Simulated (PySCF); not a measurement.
Atoms are numbered as in `[O-:1][c:2]1[cH:3][cH:4][c:5]([F:6])[cH:7][cH:8]1`. Hydrogens are named by the atom that carries them.

Geometry: GFN2-xTB; GIAO shifts from PySCF 2.14, gas phase, non-relativistic, averaged over equivalent atoms.

At HCTH407/STO-3G (44 basis functions, about 18 core-seconds):
```json
{"atoms": "O1", "δ (ppm)": "349.4"}
{"atoms": "C2", "δ (ppm)": "105.9"}
{"atoms": "C5", "δ (ppm)": "105.7"}
{"atoms": "C3/C8", "δ (ppm)": "99.0"}
{"atoms": "C4/C7", "δ (ppm)": "92.6"}
{"atoms": "F6", "δ (ppm)": "-91.4"}
{"atoms": "H(C3)/H(C8)", "δ (ppm)": "4.76"}
{"atoms": "H(C4)/H(C7)", "δ (ppm)": "4.75"}
```

Scale: H2O for ¹⁷O (σref 333.92); ¹³C (σref 230.88) and ¹H (σref 32.96) vs TMS; CFCl3 for ¹⁹F (σref 259.72) (reference shieldings calculated alike).

Predict the values at BHandHLYP/pcseg-1 on the same geometry.

Answers


```tsv
atoms	δ at BHandHLYP/pcseg-1	change
O1	299.5	-49.9
C2	182.7	+76.8
C5	152.3	+46.6
C3/C8	120.5	+21.5
C4/C7	121.6	+29.0
F6	-162.1	-70.7
H(C3)/H(C8)	5.72	+0.96
H(C4)/H(C7)	6.51	+1.76
```

Referencing at the same level of theory: H2O for ¹⁷O (339.95 ppm); TMS for ¹³C (196.91 ppm), ¹H (32.05 ppm); ¹⁹F (208.36 ppm) against CFCl3.

The largest change is at C2 (substituted aromatic carbon). Cost: 132 basis functions, 30 s wall time on 1 thread of an Intel Xeon, shared host. The order of the carbon signals changes between the two levels.

Unscaled 19F shifts against computed CFCl3 carry errors that often reach 10 to 50 ppm. Unscaled 17O shifts of doubly bonded oxygen tend to come out too high, by tens of ppm or more. Experimental scales use liquid or dissolved standards, which lie at an offset from isolated H2O (liquid H2O: subtract about 36 ppm).
